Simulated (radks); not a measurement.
Values are calculated unless marked as measured or tabulated.
Problem. Numerical settings for the potassium ion K+, [Ar]. Level of theory: scalar-relativistic Kohn-Sham, LDA (Slater exchange, Perdew-Wang correlation), spin-polarised, spherical densities, point nucleus (a radial shooting solver on a logarithmic mesh with Libxc functionals). The defaults (mesh step 0.008 in ln r, mesh end at 40 bohr or more with all orbitals vanishing there, Anderson mixing 0.5 over 9 steps, residual threshold near 1e-9 with the energy settled to 1e-9 hartree or 1e-11 of itself, here a cap of 76 iterations) give E = -600.3969 hartree and 3p at -24.973 eV in 14 iterations. Run on one thread of a shared host, so times are rough (Intel(R) Xeon(R) 6975P-C): 0.09 s of CPU time, 0.09 s wall, 14 iterations on 2476 mesh points. One setting is changed at a time: mesh step in ln r 0.03; mesh step in ln r 0.012; mesh step in ln r 0.05; mesh end (bohr) 5; mesh end (bohr) 1; residual threshold 1e-13; residual threshold 0.01; mixing 1.5; linear mixing, mixing 0.05; linear mixing, mixing 1; mixing history 2; iteration cap 8. Which runs fail to converge, and which converge to a wrong energy?

Solution. Not converged within the cap: linear mixing, mixing 0.05; linear mixing, mixing 1; iteration cap 8. Settled on a wrong energy, with an occupied level pushed above zero by the early mesh end: mesh end (bohr) 1 (+80.9 hartree). Apart from these: settings that end as converged yet miss the energy by more than 1 mhartree: mesh end (bohr) 5 (+0.00296 hartree).
